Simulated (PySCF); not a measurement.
**SnH and its ions**

UHF-MP2; PySCF, scalar-relativistic core potentials, basis sets Sn def2-TZVPPD with ECP28, H def2-TZVPPD. Neutral (UHF): doublet (π ↑), Re = 1.751 Å, ωe = 1795 cm⁻¹, De = 2.44 eV.

SnH⁺ (RHF): singlet (closed shell), Re = 1.734 Å, ωe = 1916 cm⁻¹, De = 2.62 eV to Sn⁺ + H. The energies at the minima are -214.19461 hartree for SnH and -213.93531 for SnH⁺.

Problem. Work out the adiabatic ionisation energy, without and with harmonic zero-point energies (1 hartree = 27.2114 eV, 1 eV = 8065.5 cm⁻¹), and the change of the bond length.

Solution. At MP2: 0.25930 hartree = 7.056 eV between the minima; the zero-point term (1916.0 − 1795.0)/2 cm⁻¹ = +0.008 eV makes it 7.063 eV. Re changes by -1.7 pm against the neutral. The electron leaves a π orbital, which is non-bonding in a hydride.

SnH⁻ (UHF): triplet (π ↑↑), Re = 1.784 Å, ωe = 1604 cm⁻¹, De = 2.29 eV to Sn⁻ + H. The energies at the minima are -214.19461 hartree for SnH and -214.23818 for SnH⁻.

Problem. Work out the adiabatic electron affinity, without and with harmonic zero-point energies (1 hartree = 27.2114 eV, 1 eV = 8065.5 cm⁻¹), and the change of the bond length.

Solution. At UHF-MP2: 0.04357 hartree = 1.186 eV between the minima; the zero-point term (1795.0 − 1604.0)/2 cm⁻¹ = +0.012 eV makes it 1.197 eV. Re changes by +3.3 pm against the neutral. The electron enters a π orbital, which is non-bonding in a hydride.

Correlated steps freeze 4 core orbitals. Spin–orbit coupling is left out, which matters for elements this heavy, above all for dissociation energies. For an ion De counts to the pair picked by the measured ionisation energies or electron affinities, which need not be the lowest pair at this level. Where the molecule has an RHF reference, its open-shell atoms are computed with UHF. States were picked by a PBE0 search and need not be the measured ground states.

Neutral and ion stand on different kinds of reference determinant, which adds to the error of the difference.
